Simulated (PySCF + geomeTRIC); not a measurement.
Species: [Zn(H)2] (charge 0, multiplicity 1).

Q: Give a relaxed geometry from BP86-D3(BJ)/def2-SVP (PySCF + geomeTRIC).

A: the end point of this relaxation.
Cartesian coordinates (Å) in one orientation:
```xyz
3

Zn     0.000     0.000     0.000
H     -1.505    -0.365     0.045
H      1.505     0.365    -0.045
```
